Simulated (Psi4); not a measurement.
C2H6Cl2Si, singlet, at a GFN2-xTB geometry. Base run: B3LYP/6-31G run with Psi4.

Input for Psi4:
```
memory 2 GB

molecule {
0 1
  C     1.39412504   -1.53470091   -0.23312337
  Si   -0.02280346   -0.29923318    0.05226009
  C    -1.59822436   -1.14354604    0.70087042
  Cl    0.58008648    1.10144890    1.39720879
  Cl   -0.44748036    0.63864468   -1.70111043
  H     1.11693539   -2.29088516   -0.96147875
  H     2.28529446   -1.03451143   -0.60339701
  H     1.66362802   -2.04466112    0.68690871
  H    -2.39633076   -0.42253728    0.85786579
  H    -1.96333966   -1.88823681   -0.00004098
  H    -1.41664703   -1.64201277    1.64834648
}

set basis 6-31g

energy('b3lyp')
print_variables()
```

Variants of this job, named by their change:

| change | E (Eh) | SCF-reference dipole (D) | core-seconds (rough) |
|---|---|---|---|
| base | -1289.73514 | 3.25 | 6 |
| functional = wb97x-v | -1289.47968 | 3.44 | 100 |
| functional = b2plyp | -1289.04964 | - | 6 |
| functional = dsd-pbep86 | -1288.33917 | - | 6 |
| functional = pbe | -1289.04506 | 3.18 | 7 |
| functional = revpbe | -1289.43206 | 3.17 | 7 |
| functional = m06-l | -1289.66648 | 3.32 | 10 |
| functional = pbe0-dh | -1289.03636 | - | 6 |
| functional = b3lyp5 | -1289.48492 | 3.25 | 6 |
| functional = wb97x | -1289.65488 | 3.45 | 7 |
| functional = cam-b3lyp | -1289.66102 | 3.37 | 7 |
| functional = hse06 | -1289.22337 | 3.33 | 20 |
| functional = bhhlyp | -1289.62774 | 3.42 | 6 |

Total energies compare only within one method and basis.
